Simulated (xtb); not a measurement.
AlH5O2Si, SMILES [OH][Al]([SiH3])[OH]. All values are semi-empirical tight-binding results from xtb (GFN2-xTB unless named), good for trends rather than for accurate numbers. Geometry optimised at GFN2-xTB. The values are those of a single conformer.

The geometry has at least one imaginary mode, so it is a saddle point at that level.

For metal compounds this method's bond lengths and energies can be far off.

| Quantity | Value |
|---|---|
| orbital gap | 4.03 eV |
